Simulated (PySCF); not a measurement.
## Substituent effects on chemical shifts

Parent skeleton `[CH3:1][CH:2]=[C:3]1[SiH2:4][CH2:5][CH:6]1[F:7]`; one hydrogen on atom 5 is replaced by X. Hydrogens on one atom are averaged.

Gas phase, one averaged value for each set of equivalent atoms, one computed conformer, non-relativistic Hamiltonian. Coordinates at the GFN2-xTB level; PBE0/pcSseg-1 with gauge-including orbitals; PySCF 2.14.

δ = σ(ref) − σ, references computed at the same level: TMS for 13C (σref 186.93), 29Si (σref 349.16), 1H (σref 31.72); 19F (σref 170.95) vs CFCl3.

Question: Order these by the shift of F7, most shielded first.
A. X = propynyl
B. X = SSiH3
C. X = CH2Cl
D. X = isopropenyl
E. X = COOH

Answer: C (-199.3 ppm), A (-184.7 ppm), E (-176.7 ppm), B (-174.7 ppm), D (-168.9 ppm).

Question: Order these by the shift of Si4, most shielded first.
A. X = propynyl
B. X = CH2Cl
C. X = COOH
D. X = SSiH3
E. X = isopropenyl

Answer: E (-59.0 ppm), B (-56.4 ppm), D (-54.2 ppm), A (-46.6 ppm), C (-44.5 ppm).

Unscaled 19F shifts against computed CFCl3 carry errors that often reach 10 to 50 ppm.
